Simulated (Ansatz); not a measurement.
`C[CH2][GeH]([F])[Cl]` + silanol → `[F][GeH]([Cl])[O][SiH3]` + ethane  (ligand exchange at a Ge–C bond)

Program: Ansatz. Geometries: PBE0-D4/def2-TZVP. ΔE: electronic, gas phase. CBS: MP2 limit from def2 TZ/QZ plus the TZ coupled-cluster correction, frozen cores. This one scheme is used for every species. DFT in def2-TZVPP. For Ge outer-core shells are correlated without core-valence functions, which leaves a few kJ/mol of doubt a bond. Scalar relativity is left out up to krypton. Each species was taken in one conformer, which may not be the lowest.

| level | ΔE (kJ/mol) |
| --- | --- |
| PBE-D4 | -50.8 |
| ωB97M-V | -58.4 |
| B2PLYP | -63.8 |
| PBE0 | -54.0 |
| HF/def2-TZVPP | -80.0 |
| CCSD/def2-TZVPP | -62.9 |
| HF/def2-QZVPP | -82.0 |
| SCS-MP2/def2-QZVPP | -63.3 |

Q: What does CCSD(T)/CBS give? (An estimate is asked.)

A: Ansatz gave: -56.6 kJ/mol. The listed levels differ from it by 5.8, -1.8, -7.2, 2.6, -23.4, -6.3, -25.4, -6.7 kJ/mol.

Largest T1 diagnostic among the species: 0.012.

From PBE to PBE0 (25 % exact exchange), in def2-TZVPP and without D4, ΔE moves by −3.1 kJ/mol. In def2-TZVPP, CCSD(T) changes the Hartree–Fock value by +18.4 kJ/mol (the triples alone add +1.4 kJ/mol) and MP2 by +19.9 kJ/mol.
